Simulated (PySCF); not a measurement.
**GeH₄ + Cl₂ → GeH₂ + 2 HCl**

Level: PBE0 in the def2-TZVP basis family, all electrons, no relativity, computed in PySCF with density fitting; open shells unrestricted.

```tsv
species	state and structure	ZPE (kJ/mol)	H(298 K) − H(0) (kJ/mol)	S° (J/(mol K))
GeH₄	singlet, Td, Ge–H 1.534 Å (×4)	77.8	10.7	217.5
Cl₂	singlet, D∞h, Cl–Cl 1.982 Å	3.5	9.1	222.5
GeH₂	singlet, C2v, Ge–H 1.594 Å (×2); H–Ge–H 90.6°	28.7	10.0	220.6
HCl	singlet, C∞v, H–Cl 1.279 Å	17.9	8.7	186.6
```

(1) Is the gas-phase reaction uphill or downhill in electronic energy at this level, and by how much?

(2) Add zero-point, thermal and entropy terms for 298.15 K and 1 bar.

Answers

(1) At PBE0/def2-TZVP, ΔE = 9.1 kJ/mol, uphill. 

(2) ΔZPE = -16.8 and Δ[H(298) − H(0)] = 7.6 kJ/mol give ΔH° = -0.1 kJ/mol. ΔS° = 153.8 J/(mol K), so ΔG° = -0.1 − 298.15 × (0.1538) = -46 kJ/mol and log₁₀K = 8.1.

Each species is the lowest minimum found with this bonding; other isomers or fragments can lie lower.
